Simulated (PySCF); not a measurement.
Ligand exchange on a metal centre used in film growth or etching (Zn Cl-Br). All species are isolated molecules in the gas phase.

These are B3LYP-D3(BJ)/def2-TZVP // r2SCAN-D4/def2-SVP (PySCF 2.14.0) values and carry that method's errors. B3LYP has the VWN-RPA correlation part, as in Gaussian. 

```json
[
 {"species": "0 of 2 Cl replaced by Br ([Zn(Cl)2])", "mean distance from the central atom to its bonded neighbours (Å)": "(withheld)", "charge on the central atom (meta-Löwdin) (e)": "1.23", "HOMO–LUMO gap (eV)": "6.84"},
 {"species": "1 of 2 Cl replaced by Br", "mean distance from the central atom to its bonded neighbours (Å)": "2.154", "charge on the central atom (meta-Löwdin) (e)": "1.20", "HOMO–LUMO gap (eV)": "(withheld)"},
 {"species": "2 of 2 Cl replaced by Br ([Zn(Br)2])", "mean distance from the central atom to its bonded neighbours (Å)": "2.220", "charge on the central atom (meta-Löwdin) (e)": "1.17", "HOMO–LUMO gap (eV)": "6.23"}
]
```

**Question.** Fill in the missing entries.

**Answer.** 
- 0 of 2 Cl replaced by Br ([Zn(Cl)2]), mean distance from the central atom to its bonded neighbours (Å): 2.089
- 1 of 2 Cl replaced by Br, HOMO–LUMO gap (eV): 6.44
